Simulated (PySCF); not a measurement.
Results of a calculation; reference values are marked as such.
## C2H6BO5

The system: C2H6BO5, a small molecule (built as: C site whose three back bonds go to OH, OB(OH)2, OCH3); neutral, doublet. The structure, one conformer, was relaxed in the gas phase by PBE0-D3(BJ)/def2-SVP. No frequency run checks that it is a minimum.

SMILES: CO[C](O)OB(O)O

```
atom   x (Å)   y (Å)   z (Å)
  C1  -0.645   0.691  -0.051
  O2  -0.380   1.917  -0.531
  O3   0.377  -0.247  -0.199
  B4   1.676   0.031   0.119
  O5   2.015   1.293   0.532
  O6   2.630  -0.930   0.026
  O7  -1.813   0.248  -0.542
  C8  -2.282  -0.964  -0.011
  H9   0.461   2.193  -0.133
 H10   2.956   1.382   0.714
 H11   2.265  -1.768  -0.276
 H12  -1.612  -1.803  -0.261
 H13  -2.384  -0.907   1.087
 H14  -3.268  -1.146  -0.456
```

EPR values by unrestricted B3LYP, IGLO-III on B C O, pcH-1 on H.

(1) Predict g and the largest hyperfine couplings. Where does the spin sit?

(2) How do the isotropic couplings move with BHandHLYP?

Answers

(1) g = 2.0019, 2.0031, 2.0034. The spin sits on C1 (86 %, bonded to 3 O) by Mulliken populations.
| atom | isotope | isotropic (MHz) | dipolar, principal values (MHz) |
| --- | --- | --- | --- |
| C1 | 13C | 438.3 | -65.3, -63.1, 128.4 |
| O3 | 17O | -55.0 | -30.8, 15.0, 15.8 |
| O2 | 17O | -15.4 | -42.0, 20.3, 21.7 |
| O7 | 17O | -13.7 | -38.3, 18.2, 20.1 |
| H9 | 1H | 3.7 | -11.9, -7.6, 19.5 |
| C8 | 13C | 14.9 | -1.8, -1.1, 2.9 |

(2) C1 438.3 to 483.7 MHz, O3 -55.0 to -54.6 MHz, O2 -15.4 to -19.8 MHz, O7 -13.7 to -17.2 MHz.

The 2 runs behind this took 3 min in all, one thread each of Arm Neoverse V1 on a shared host, launched as `OMP_NUM_THREADS=1 python cluster_run.py task.json out`.
